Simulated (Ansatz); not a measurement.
Reaction (formal exchange of groups at the Si–C bond): `C=C([SiH3])[SiH2][SiH3]` + `C=O` → `O=C[SiH2][SiH3]` + `C=C[SiH3]`

Isolated molecules relaxed with PBE0-D4/def2-TZVP in Ansatz; ΔE leaves out vibrations. CCSD(T)/CBS adds triple-zeta CCSD(T) − MP2 to the extrapolated MP2 energy (def2 sets, frozen cores). This one scheme is used for every species. DFT in def2-TZVPP. Each species was taken in one conformer, which may not be the lowest.

CCSD(T)/CBS gives +24.5 kJ/mol.

Question: Another level gave +21.9 kJ/mol. Which?
A. PBE0/def2-TZVPP
B. PBE/def2-TZVPP
C. MP2/def2-TZVPP
D. ωB97M-V/def2-TZVPP

Answer: D. ωB97M-V 21.9, PBE0 15.7, PBE 10.2, MP2/def2-TZVPP 31.6 kJ/mol.

Largest T1 diagnostic among the species: 0.016.

From PBE to PBE0 (25 % exact exchange), in def2-TZVPP and without D4, ΔE moves by +5.5 kJ/mol. In def2-TZVPP, CCSD(T) changes the Hartree–Fock value by +8.3 kJ/mol (the triples alone add +1.3 kJ/mol) and MP2 by +14.4 kJ/mol.
